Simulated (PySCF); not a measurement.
## MoS(OH)₂: from structure and modes to constants

Method: UPBE0/[Mo def2-SVP with ECP28, S def2-SVP, O def2-SVP, H def2-SVP], scalar-relativistic core potentials, density fitting, no spin–orbit coupling, PySCF.

The triplet minimum has Cs symmetry. Masses (u): Mo 97.90541, S 31.97207, O 15.99492, H 1.00782.

```xyz
6
charge 0 multiplicity 3, angstrom
Mo    0.0720    0.2110    0.0000
S     0.0008   -1.9025    0.0000
O    -0.1701    1.1873   -1.5865
O    -0.1701    1.1873    1.5865
H    -0.8765    1.0680   -2.2332
H    -0.8765    1.0680    2.2332
```

Harmonic wavenumbers (cm⁻¹): 81.1 (a'', ×1), 110.8 (a', ×1), 185.1 (a', ×1), 231.0 (a'', ×1), 352.8 (a', ×1), 554.5 (a', ×1), 568.2 (a'', ×1), 637.2 (a', ×1), 711.6 (a', ×1), 723.5 (a'', ×1), 3878.3 (a'', ×1), 3881.5 (a', ×1).

(1) Find the principal moments of inertia and the rotational constants. What kind of rotor is it?

(2) What is the harmonic zero-point energy?

(3) Find the vibrational entropy and heat capacity at 298.15 K.

## Answers

(1) About the centre of mass I = 93.261, 170.46, 258.33 u Å². With B = 16.8576/I this gives 0.1808, 0.0989, 0.06526 cm⁻¹. The molecule is an asymmetric top with κ = -0.42.

(2) Half the sum of all 12 wavenumbers, 11916/2 = 5958 cm⁻¹, which is 71.3 kJ/mol (1 cm⁻¹ = 0.0119627 kJ/mol).

(3) With u = 1.43878 ω/T, each mode gives S = R[u/(eᵘ−1) − ln(1−e⁻ᵘ)] and C = R u² eᵘ/(eᵘ−1)².
```json
{"ω (cm⁻¹)": "81.1", "u": "0.391", "S (J/(mol K))": "16.17", "C (J/(mol K))": "8.21"}
{"ω (cm⁻¹)": "110.8", "u": "0.535", "S (J/(mol K))": "13.62", "C (J/(mol K))": "8.12"}
{"ω (cm⁻¹)": "185.1", "u": "0.893", "S (J/(mol K))": "9.52", "C (J/(mol K))": "7.78"}
{"ω (cm⁻¹)": "231.0", "u": "1.115", "S (J/(mol K))": "7.83", "C (J/(mol K))": "7.50"}
{"ω (cm⁻¹)": "352.8", "u": "1.703", "S (J/(mol K))": "4.83", "C (J/(mol K))": "6.57"}
{"ω (cm⁻¹)": "554.5", "u": "2.676", "S (J/(mol K))": "2.24", "C (J/(mol K))": "4.73"}
{"ω (cm⁻¹)": "568.2", "u": "2.742", "S (J/(mol K))": "2.12", "C (J/(mol K))": "4.60"}
{"ω (cm⁻¹)": "637.2", "u": "3.075", "S (J/(mol K))": "1.63", "C (J/(mol K))": "3.99"}
{"ω (cm⁻¹)": "711.6", "u": "3.434", "S (J/(mol K))": "1.22", "C (J/(mol K))": "3.38"}
{"ω (cm⁻¹)": "723.5", "u": "3.492", "S (J/(mol K))": "1.17", "C (J/(mol K))": "3.28"}
{"ω (cm⁻¹)": "3878.3", "u": "18.716", "S (J/(mol K))": "0.00", "C (J/(mol K))": "0.00"}
{"ω (cm⁻¹)": "3881.5", "u": "18.731", "S (J/(mol K))": "0.00", "C (J/(mol K))": "0.00"}
```
The sums over all modes are S = 60.4 and C = 58.2 J/(mol K); the softest mode gives 27 % of the entropy.

This need not be the most stable arrangement of these atoms. Other spin states or occupations of the open shell can lie lower.
